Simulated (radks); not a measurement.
Question: Species: Gd7+. Configuration: [Xe] 4f(5/2: 3, 7/2: 0) (not the ground configuration). Calculated with a radial shooting solver on a logarithmic mesh with Libxc functionals: Dirac Kohn-Sham, PBE, spin-unpolarised, spherical densities, finite nucleus; Fermi nuclear charge, rms radius 5.1569 fm.

Spin-orbit splittings of the eigenvalues, e(l+1/2) - e(l-1/2), with zeta = 2 splitting/(2l+1) and mean radii in bohr:

| shell | occ. | splitting (eV) | zeta (eV) | <r> j=l-1/2 | <r> j=l+1/2 |
|---|---|---|---|---|---|
| 2p | 6 | 695.5 | 463.7 | 0.07748 | 0.08432 |
| 3p | 6 | 142.6 | 95.08 | 0.2337 | 0.2467 |
| 3d | 10 | 31.02 | 12.41 | 0.2188 | 0.2229 |
| 4p | 6 | 32.85 | 21.90 | 0.5573 | 0.5849 |
| 4d | 10 | ? | ? | 0.6118 | 0.6210 |
| 4f | 3 | 1.015 | 0.2899 | 0.6995 | 0.7045 |
| 5p | 6 | 6.536 | 4.357 | 1.287 | 1.345 |

Estimate the 4d splitting.

Answer: 6.117 eV (zeta = 2.447 eV).
